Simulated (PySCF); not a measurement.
UHF on Ne²⁺ (neon, charge +2)

Configuration: [He] 2s2 2p3 3d1, high-spin 5D determinant (an excited configuration). Calculation: PySCF 2.14, in aug-cc-pCVTZ-DK; the spin-free X2C one-electron Hamiltonian (Gaussian nucleus).

* Total energy: -124.563575 hartree
* One-electron energy: -161.2628 hartree
* Hartree (Coulomb) energy: 47.4996 hartree
* Exchange energy: -10.8004 hartree
* ⟨S²⟩: 6.0023
* ⟨L²⟩: 6.002
* Sum of ⟨r⟩: 6.149 bohr
* Sum of ⟨r²⟩: 7.958 bohr²
* Traceless quadrupole moment −½Σ⟨3z² − r²⟩ along its main axis: 1.21 e·bohr²
* Langevin diamagnetic susceptibility: -6.30 ×10⁻⁶ cm³/mol

| shell | electrons | mean orbital energy (hartree) | spread (hartree) | rms radius, mean of both spins (bohr) |
| --- | --- | --- | --- | --- |
| 1s α | 1 | -35.46046 | 0 | 0.182 |
| 1s β | 1 | -35.24000 | 0 | 0.182 |
| 2s α | 1 | -4.14159 | 0 | 0.874 |
| 2s β | 1 | -3.40031 | 0 | 0.874 |
| 2p α | 3 | -3.09669 | 0.00246 | 0.838 |
| 3d α | 1 | -0.33194 | 0 | 2.06 |

The outer electron is Rydberg-like, and this basis confines it to a smaller radius and binds it less than a complete one would.

Spin-orbit constants ζ (cm⁻¹) from the X2C one-electron operator on these orbitals: bare nucleus, nucleus screened by l(l+1)(2l+1)/3 electrons, and screened by the Breit-Pauli mean field of the electrons.

```tsv
shell	bare	screened nucleus	mean field
2p	934.1	747.3	670.5
3d	17.50	5.250	4.799
```

To first order the Landé constant is A = 1.200 cm⁻¹, so the lowest level has J = 0 and lies 0.000893 eV below the centre of the term. This holds in LS coupling only.
